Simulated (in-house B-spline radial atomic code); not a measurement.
Configurations of Kr VI (Kr5+), with energies counted from [Ar] 3d10 4s2 4p1. Level of theory: Dirac-Hartree-Fock, average of configuration, Fermi nucleus of rms radius 4.1884 fm; calculated with a radial B-spline atomic code at the basis-set limit. Energies include first-order Breit, QED and recoil terms.

Occupations are held fixed; configurations that lie above the ionisation limit could autoionise.

```
        configuration  E - E(ref) (eV)  highest orbital  its <r> (bohr)
[Ar] 3d10 4s1 4p1 4d1           41.434            4d5/2           1.968
    [Ar] 3d10 4s2 5d1           48.496            5d5/2           3.884
    [Ar] 3d10 4s2 6p1           54.094            6p3/2           5.289
    [Ar] 3d10 4s2 8s1           64.822            8s1/2           10.23
    [Ar] 3d10 4s2 7g1           66.806            7g9/2           10.54
    [Ar] 3d10 4s2 8d1           67.336            8d5/2           12.44
[Ar] 3d10 4s1 4p1 5f1           72.126            5f5/2           4.934
[Ar] 3d10 4s1 4p1 8g1           84.883            8g9/2           14.27
```

(1) Order these further configurations by energy, lowest first.
A. [Ar] 3d10 4s2 5g1
B. [Ar] 3d9 4s2 4p1 8s1
C. [Ar] 3d9 4s2 4p1 5g1
D. [Ar] 3d10 4s1 4p1 5g1
E. [Ar] 3d9 4s2 4p1 8g1

(2) How far above the reference does [Ar] 3d9 4s2 4p1 6f1 lie?

(3) How far above the reference does [Ar] 3d10 4s2 6d1 lie?

(4) How far above the reference does [Ar] 3d10 4s2 7d1 lie?

Answers

(1) A (57.198 eV), D (72.92 eV), C (150.67 eV), B (158.19 eV), E (162.63 eV).

(2) 156.04 eV; its least bound orbital is 6f5/2 with <r> = 7.519 bohr.

(3) 58.52 eV; its least bound orbital is 6d5/2 with <r> = 6.24 bohr.

(4) 64.001 eV; its least bound orbital is 7d5/2 with <r> = 9.091 bohr.
